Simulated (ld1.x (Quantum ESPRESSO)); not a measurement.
# What the settings do to the RRKJ potential of chlorine (Cl)

Base potential:

Cl, norm-conserving RRKJ (Kleinman–Bylander form), made with ld1.x (Quantum ESPRESSO) 7.5 (PBEsol, scalar-relativistic). Core [Ne], reference 3s1 3p6. Waves: 3s (bound): rc 1.30 bohr; 3p (bound): rc 1.30 bohr; 3d channel at 0.15 Ry: rc 1.30 bohr. Local part: all-electron potential smoothed inside 1.20 bohr (lloc = -1). Core correction: a·sin(br)/r model core inside 0.70 bohr. rho0 = 0.02.

Cutoffs, loose and tight: the cutoffs (Ry, on a coarse ladder) from which the occupation-weighted sum of valence levels, in a spherical-Bessel basis at the reference potential, stays within 10 and 1 mRy of its value at 400 Ry. They do not see the model core or the augmentation charge, which bear on the density cutoff. Test errors are all-electron minus pseudo excitation energies from the reference, over the configurations 3s2 3p5; 3s2 3p4; 3s2 3p3; 3s2 3p5.3; 3s2 3p2; 3s2 3p4.5; 3s2 3p1. A dash means not determined; rows that change the core or the reference have their own tests.

| change | outcome | cutoff, loose | cutoff, tight | bound ghosts | largest test error (meV) |
| --- | --- | --- | --- | --- | --- |
| base | generated | 70 Ry | 90 Ry | none | +264 |
| all radii but the core radius scaled by about 1.14 (s 1.48, p 1.48, d 1.48 bohr); local potential all-electron potential smoothed inside 1.36 bohr (lloc = -1) | generated | 55 Ry | 80 Ry | none | +303 |
| all radii but the core radius scaled by about 1.34 (s 1.74, p 1.74, d 1.74 bohr); local potential all-electron potential smoothed inside 1.60 bohr (lloc = -1) | generated | 40 Ry | 50 Ry | none | +358 |

What comes out with this change to the base: all radii but the core radius scaled by about 1.22 (s 1.58, p 1.58, d 1.58 bohr); local potential all-electron potential smoothed inside 1.46 bohr (lloc = -1)?

outcome: generated; cutoff, loose: 45 Ry; cutoff, tight: 70 Ry; bound ghosts: none; largest test error (meV): +336.

What comes out with this change to the base: all radii but the core radius scaled by about 0.92 (s 1.20, p 1.20, d 1.20 bohr); local potential all-electron potential smoothed inside 1.12 bohr (lloc = -1)?

outcome: generated; cutoff, loose: 60 Ry; cutoff, tight: 100 Ry; bound ghosts: none; largest test error (meV): +255.

What comes out with this change to the base: all radii but the core radius scaled by about 0.80 (s 1.04, p 1.04, d 1.04 bohr); local potential all-electron potential smoothed inside 0.96 bohr (lloc = -1)?

outcome: generated; cutoff, loose: 110 Ry; cutoff, tight: 140 Ry; bound ghosts: none; largest test error (meV): +261.

Reading the sweep of the scale of all radii but the core radius (base = 1) (base included, trends over the rows without a ghost): The loose cutoff falls from 110 Ry at 0.8 to 40 Ry at 1.34, with one reversal. A larger radius leaves more room for a smooth pseudo-wave, so fewer plane waves are needed; a smaller one forces it to follow the all-electron wave where it bends sharply. The median size of the test errors (rows with all tests solved) is not monotonic: lowest 1.8 meV at 1, highest 6.8 meV at 1.34.
